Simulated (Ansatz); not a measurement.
C4H11Ge (SMILES CC(C)[CH][GeH3]), doublet, at a GFN2-xTB geometry; HF/STO-3G run with Ansatz (a first-principles code).

Here is a job for Ansatz.
Ansatz 0.2 input:
```yaml
crystal:
  periodic: [false, false, false]
  atoms:
    - {symbol: C, position_ang: [-1.97700672, -0.98030172, -1.16148263]}
    - {symbol: C, position_ang: [-1.42317088, -0.42058511, 0.16035217]}
    - {symbol: C, position_ang: [-2.55991540, 0.21731044, 0.96497003]}
    - {symbol: C, position_ang: [-0.35012725, 0.56300112, -0.11922299]}
    - {symbol: Ge, position_ang: [1.50824807, 0.17356608, 0.04396338]}
    - {symbol: H, position_ang: [-2.75193680, -1.71655844, -0.95973777]}
    - {symbol: H, position_ang: [-2.40243881, -0.17875974, -1.76119779]}
    - {symbol: H, position_ang: [-1.18086343, -1.45516813, -1.73091326]}
    - {symbol: H, position_ang: [-1.00765958, -1.25844953, 0.73321782]}
    - {symbol: H, position_ang: [-2.99800743, 1.04456072, 0.41034868]}
    - {symbol: H, position_ang: [-2.18526893, 0.59700941, 1.91286644]}
    - {symbol: H, position_ang: [-3.33763283, -0.51596511, 1.16719071]}
    - {symbol: H, position_ang: [-0.67540273, 1.51113547, -0.52309340]}
    - {symbol: H, position_ang: [2.32298182, 1.42330078, 0.01038261]}
    - {symbol: H, position_ang: [2.02651158, -0.71839087, -1.05068259]}
    - {symbol: H, position_ang: [1.78710068, -0.56337778, 1.31709077]}
basis:
  gaussian:
    orbitals: STO-3G
hamiltonian:
  xc: hf
magnetization: {spin_polarized: true, initial_magnetization: 1}
accuracy: high
```

Question: What does Ansatz print? Leave out banner, timings and long lists.

Answer: 
```
Functional definition: HF
974 factors; integrals over basis functions are off by at most 5.8e-9 eV
mean field evaluation 1: about -60074.9081 eV, gradient 1.1e1 eV
mean field evaluation 2: about -60075.1843 eV, gradient 1.1e1 eV
mean field evaluation 4: about -60076.5248 eV, gradient 1.0e0 eV
mean field evaluation 8: about -60076.5421 eV, gradient 1.7e-2 eV
mean field -60076.54206888 eV, -2207.7721996887 hartree, gradient 2.0e-8 eV, S^2 0.767844; 0 other end points of the search recorded, 0 dependent functions left out
reference -60076.54206888 eV, -2207.7721996887 hartree; 34, 33 occupied and 15, 16 virtual orbitals, 974 factors
Total energy: -60076.54206888 eV, -2207.7721996887 hartree
```
